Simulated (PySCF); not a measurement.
## Exercise with solution: refractive index and permittivity of the vapour

Ge(NH2)2 (GeH4N2), SMILES [NH2][Ge][NH2] (connectivity only; charge and spin as stated), neutral, multiplicity 1.

The structure is a stationary point at ωB97X-D3(BJ)/def2-TZVP. One conformer was computed; it need not be the lowest.

HF/def2-TZVPD in PySCF gives a mean static polarisability of 49.7 bohr³ and a dipole moment of 1.37 D. Take an ideal gas at 298.15 K and 1 bar, whether or not the substance is that volatile.

Work out n − 1 in the optical limit and the static ε − 1.


Polarisability volume α' = 49.7 × 0.148185 = 7.36 Å³. Number density N = p/kT = 2.43e-5 Å⁻³.
Dilute limit of Lorentz–Lorenz: n − 1 = 2π N α' = 0.0011.
Orientation term of Debye: μ²/(3kT) = 8.098 Å³ × μ²(D²) = 15.20 Å³.
ε − 1 = 4π N (α' + μ²/3kT) = 0.0069. Orientation of the dipole supplies 67 % of the static response; it can't follow optical fields. Vibrational polarisation and dispersion are left out.
